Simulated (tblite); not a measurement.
Compound: C7H8FS (doublet state).
Numbering: `[CH3:1][S:2][C:3]1=[CH:4][CH:5]=[CH:6][CH:7][C@@H:8]1[F:9]` (hydrogens: H10, H11, H12 on C1; H13 on C4; H14 on C5; H15 on C6; H16 on C7; H17 on C8)

Computed geometry: GFN2-xTB, gas phase. This method treats the open shell by occupation alone, without spin polarisation.

**Question.** What internal coordinates does the optimisation give?

**Answer.** 
```tsv
bond	length (Å)	order
C1–S2	1.816	single
S2–C3	1.746	single
C3=C4	1.378	double
C4–C5	1.385	single
C5=C6	1.410	double
C6–C7	1.351	single
C7–C8	1.488	single
C8–F9	1.432	single
C3–C8	1.488	single
C1–H10, C1–H11, C1–H12	1.086	single
C4–H13	1.080	single
C5–H14	1.077	single
C6–H15	1.080	single
C7–H16	1.079	single
C8–H17	1.103	single
```

Bonds in one row agree within 0.01 Å and their mean is given. Orders are formal, as drawn. A selection of angles:
```tsv
angle	degrees
S2–C1–H10	110.0
S2–C1–H11	105.6
H10–C1–H11	110.2
H10–C1–H12	111.1
C1–S2–C3	105.1
S2–C3–C4	117.3
S2–C3–C8	121.4
C4–C3–C8	121.3
C3–C4–C5	121.7
C3–C4–H13	118.2
C5–C4–H13	120.1
C4–C5–C6	119.7
C4–C5–H14	120.1
C6–C5–H14	120.2
C5–C6–C7	121.3
C5–C6–H15	119.0
C7–C6–H15	119.7
C6–C7–C8	122.4
C6–C7–H16	121.9
C8–C7–H16	115.6
C7–C8–F9	108.0
C7–C8–H17	111.1
F9–C8–H17	102.3
C3–C8–C7	113.1
C3–C8–F9	109.7
C3–C8–H17	112.0
```

Torsions: C1–S2–C3–C4 174° (antiperiplanar); S2–C3–C4–C5 176° (antiperiplanar); C3–C4–C5–C6 -2° (synperiplanar); C4–C5–C6–C7 2° (synperiplanar); C5–C6–C7–C8 3° (synperiplanar); C6–C7–C8–F9 114° (anticlinal); S2–C3–C8–C7 -172° (antiperiplanar).

C5 (carbon bonded to 2 C and H) is planar (angles 120.2°, 120.1° and 119.7°, sum 360.0°, 0.01 Å off the plane of its three neighbours). The 6-membered ring C3–C4–C5–C6–C7–C8 has internal angles of 113.1° to 122.4° (sum 720°, against 720° for a flat polygon); it is almost planar, 0.03 Å rms from its mean plane, widest ring torsion 8°. C3 (carbon bonded to 2 C and S) is planar (angles 121.4°, 121.3° and 117.3°, sum 360.0°, 0.01 Å off the plane of its three neighbours). C4 (carbon bonded to 2 C and H) is planar (angles 121.7°, 120.1° and 118.2°, sum 360.0°, 0.01 Å off the plane of its three neighbours). C6 (carbon bonded to 2 C and H) is planar (angles 121.3°, 119.7° and 119.0°, sum 360.0°, 0.00 Å off the plane of its three neighbours). The C–C distances run from 1.351 Å (C6–C7, drawn single in a drawing that doesn't fit all lengths) to 1.488 Å (C3–C8, drawn single in a drawing that doesn't fit all lengths), a spread of 0.137 Å. C7 (carbon bonded to 2 C and H) is planar (angles 122.4°, 121.9° and 115.6°, sum 359.9°, 0.03 Å off the plane of its three neighbours).

Point group: C1 (no symmetry element, even within 0.4 Å). Its GFN2-xTB frequencies are all real (lowest 43 cm⁻¹).

On an Arm Neoverse V1 with one thread, shared host with 64 logical CPUs at a one-minute load of 23, this took 0.94 s of wall time. These figures are those of the optimisation.

One conformer stands for the species.
